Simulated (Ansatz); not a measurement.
`[BH2][GeH2][O]C` + `NB[SiH2]Cl` → `[BH2][GeH2][BH]N` + `CO[SiH2]Cl`  (redistribution)

Calculated with Ansatz (gas phase, PBE0-D4/def2-TZVP geometries, no zero-point term in ΔE). CCSD(T)/CBS adds triple-zeta CCSD(T) − MP2 to the extrapolated MP2 energy (def2 sets, frozen cores). DFT in def2-TZVPP. For Ge outer-core shells are correlated without core-valence functions, which leaves a few kJ/mol of doubt a bond. Scalar relativity is left out up to krypton. One conformer a species, not always the lowest.

```
  level  ΔE (kJ/mol)
ωB97X-V        -91.5
 B2PLYP        -96.5
```

Q: What does CCSD(T)/CBS give? (An estimate is asked.)

A: Ansatz gave: -101.0 kJ/mol. The listed levels differ from it by 9.5, 4.5 kJ/mol.

Largest T1 diagnostic among the species: 0.014.

In def2-TZVPP, CCSD(T) changes the Hartree–Fock value by −4.6 kJ/mol (the triples alone add −0.1 kJ/mol) and MP2 by −9.8 kJ/mol.
